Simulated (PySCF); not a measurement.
Sn(F)(Cl)(Me)2, C₂H₆ClFSn, SMILES [CH3][Sn]([CH3])([F])[Cl], PBE0/def2-SVP optimised geometry.

```
11

C     -1.58    -1.26    -1.40
Sn    -0.40    -0.18     0.00
C      1.73    -0.18     0.00
F     -0.92    -0.85     1.75
Cl    -1.12     2.06     0.00
H     -2.31    -0.57    -1.85
H     -0.95    -1.70    -2.19
H     -2.11    -2.06    -0.85
H      2.07     0.11     1.00
H      2.10     0.54    -0.74
H      2.11    -1.19    -0.24
```

Density from PBE0/def2-TZVP, def2 effective core potentials past Kr (PySCF) at that geometry. The core electrons that the potentials of Sn replace are not part of the density.

Minimum of the electron density along straight lines between bonded atoms, close to the bond critical point (lines longer than 1.1 times the sum of covalent radii, or with two minima, are not listed):

| bond | length / Å | ρ at the minimum / e bohr⁻³ | ∇²ρ there / e bohr⁻⁵ | position (fraction from the first atom) |
|---|---|---|---|---|
| C1–Sn2 | 2.131 | 0.109 | 0.10 | 0.49 |
| Sn2–C3 | 2.129 | 0.110 | 0.10 | 0.51 |
| Sn2–F4 | 1.945 | 0.116 | 0.56 | 0.52 |
| Sn2–Cl5 | 2.355 | 0.085 | 0.17 | 0.47 |
| C1–H6 | 1.098 | 0.271 | -0.90 | 0.65 |
| C1–H7 | 1.098 | 0.270 | -0.89 | 0.64 |
| C1–H8 | 1.099 | 0.270 | -0.90 | 0.65 |
| C3–H9 | 1.098 | 0.270 | -0.90 | 0.65 |
| C3–H10 | 1.098 | 0.270 | -0.90 | 0.65 |
| C3–H11 | 1.099 | 0.270 | -0.89 | 0.64 |
